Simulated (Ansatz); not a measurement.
## Two structures of AlH8LiSi3

Structure a is a singlet given by its coordinates and structure b is `[Li][Si]([AlH2])([SiH3])[SiH3]`, a singlet. Both are isolated molecules in the gas phase, relaxed with B3LYP/6-31G*; the shapes shown needn't be the lowest conformers.

a (Å):

```yaml
atoms:
  - { symbol: Al, position_ang: [-0.1197, -0.3629, 1.1809] }
  - { symbol: Li, position_ang: [-1.2937, 0.4071, -1.5938] }
  - { symbol: Si, position_ang: [0.6134, -1.1316, -0.9277] }
  - { symbol: Si, position_ang: [-1.3059, -1.4658, 3.0510] }
  - { symbol: Si, position_ang: [-0.8890, 2.0023, 0.7641] }
  - { symbol: H, position_ang: [1.0494, -2.5479, -1.1055] }
  - { symbol: H, position_ang: [1.6954, -0.2500, -1.4923] }
  - { symbol: H, position_ang: [-0.9057, -0.8638, 4.3603] }
  - { symbol: H, position_ang: [-2.7922, -1.3153, 2.9654] }
  - { symbol: H, position_ang: [-1.0271, -2.9291, 3.1498] }
  - { symbol: H, position_ang: [-1.9825, 2.5919, 1.5920] }
  - { symbol: H, position_ang: [-1.5542, 2.0418, -0.6278] }
  - { symbol: H, position_ang: [0.1441, 3.0679, 0.5967] }
```

Close contacts (Å): Al1–Li2 3.11, Al1–Si3 2.36, Al1–Si4 2.47, Al1–Si5 2.52, Li2–Si3 2.54, Li2–Si5 2.88, Li2–H12 1.92, Si3–H6 1.49, Si3–H7 1.51, Si4–H8 1.50, Si4–H9 1.50, Si4–H10 1.49, Si5–H11 1.49, Si5–H12 1.54, Si5–H13 1.49.

b (Å):

```xyz
13

Al   -0.6714    1.0754   -1.8188
Li   -0.7833    3.3634    1.3811
Si   -0.9270    1.0381    0.5671
Si   -3.0201    0.1760    1.1996
Si    0.7831   -0.1992    1.6008
H     0.7752    1.0633   -2.5025
H    -1.9197    1.3289   -2.7873
H    -3.2524    0.2928    2.6731
H    -3.2416   -1.2624    0.8613
H    -4.1182    0.9472    0.5409
H     2.1216    0.3310    1.1984
H     0.7869   -1.6601    1.2870
H     0.7246   -0.0988    3.0926
```

Question: Which of the two would you expect CCSD(T)/def2-SVP + ΔMP2/def2-TZVPP electronic energies to favour?

Answer: Structure b; the calculation gives E(b) − E(a) = −0.116 eV.

Level by level:

```tsv
level	geometry	E(b) − E(a) (eV)	departure from the last row (eV)	job, with rough time for the two
B3LYP/6-31G*	B3LYP/6-31G*	−0.044	+0.072	optimisation, 1.9 min
HF/def2-SVP	B3LYP/6-31G*	−0.426	−0.310	part of the CCSD(T) run
MP2/def2-SVP	B3LYP/6-31G*	−0.380	−0.263	part of the CCSD(T) run
CCSD(T)/def2-SVP	B3LYP/6-31G*	−0.209	−0.093	single point
CCSD(T)/def2-SVP + ΔMP2/def2-TZVPP	B3LYP/6-31G*	−0.116		single point, 38 s
```

The levels shown agree on the order. The largest departure from CCSD(T)/def2-SVP + ΔMP2/def2-TZVPP is that of HF/def2-SVP, 0.310 eV. Levels run at GFN2-xTB geometries aren't shown. The last row adds to CCSD(T) the change of the MP2 difference between the two basis sets, here +0.093 eV.

With harmonic frequencies from B3LYP/6-31G* (ideal gas, rigid rotor, one conformer each, 298.15 K, 1 atm): on the last row, ΔE + ΔZPE = −0.137 eV. A mode under 50 cm⁻¹ makes harmonic enthalpies and free energies unreliable, so none is given.

The correlated steps freeze 20 core orbitals; the last core shell of Li is correlated, in a basis made for valence electrons. Codes used: Ansatz 0.2.0; the last row on 2 threads of Intel(R) Xeon(R) Processor @ 2.70GHz on a shared host.
